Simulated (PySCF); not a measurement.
**Löwdin shares of the frontier orbitals**

Compound: SF6.
Structure used (PBE0-D3(BJ)/def2-TZVP), in Å, numbered top down from 1:
```
atom  x, y, z in Å
F1    -0.715    1.366    0.355
S2     0.005   -0.004    0.121
F3     1.283    0.752   -0.372
F4    -0.540   -0.039   -1.346
F5     0.550    0.032    1.588
F6     0.725   -1.374   -0.113
F7    -1.273   -0.762    0.615
```

Level of theory: TDDFT CAM-B3LYP/aug-cc-pVTZ, vertical, gas phase, core orbitals frozen in the response (PySCF). Geometry: PBE0-D3(BJ)/def2-TZVP; no solvent, vibrations or thermal averaging.

Frontier orbitals with the atoms that hold most of them (Löwdin shares over 4%, at most four atoms; ? is withheld):

```
orbital  ε (eV)                           atoms
 LUMO+2    1.37            S2 76%, F4 6%, F5 6%
 LUMO+1    1.37            S2 76%, F1 6%, F6 6%
   LUMO       ?  S2 29%, F7 12%, F1 12%, F4 12%
   HOMO  -14.03  F3 25%, F5 25%, F7 25%, F4 25%
 HOMO-1  -14.03  F6 25%, F1 25%, F3 17%, F7 17%
 HOMO-2  -14.03  F6 25%, F1 25%, F5 17%, F4 17%
 HOMO-3  -15.24  F4 22%, F5 22%, F3 14%, F7 14%
```

Problem. What is the LUMO energy, and the HOMO–LUMO gap?

Solution. ε(LUMO) = -0.38 eV; the gap is 13.65 eV (0.5016 hartree).

Within 0.005 eV of a neighbour in this list lie HOMO-2/HOMO-1/HOMO and LUMO+1/LUMO+2 (point group found: Oh); within a degenerate set the shares of single atoms can hang on how the components are chosen.

Problem. The HOMO–LUMO gap is 13.65 eV. Where does the response calculation put the lowest singlet, and from which orbitals?

Solution. S1 is at 9.21 eV (f = 0.0000), 4.44 eV below the gap, made of HOMO→LUMO (92%). S1/S2/S3 lie within about 0.01 eV of each other. Without the coupling terms of the response equations the lowest excitation would equal the gap.

Next come S2 at 9.21 eV (f 0.0000), HOMO-1→LUMO (92%); S3 at 9.21 eV (f 0.0000), HOMO-2→LUMO (92%); S4 at 10.37 eV (f 0.0000), HOMO-3→LUMO (91%); S5 at 10.38 eV (f 0.0000), HOMO-4→LUMO (91%).

Orbitals of the list HOMO-3 to LUMO+2 that lie within 0.01 eV of each other are written together with a slash and their weights summed (≥ marks a lower bound); for degenerate orbitals outside that list single weights are arbitrary.

Hardware: an Intel Xeon 6975P-C with 2 threads, on a shared host. Cost: 30 s wall, 66 s CPU, 1.5 GiB resident at most.
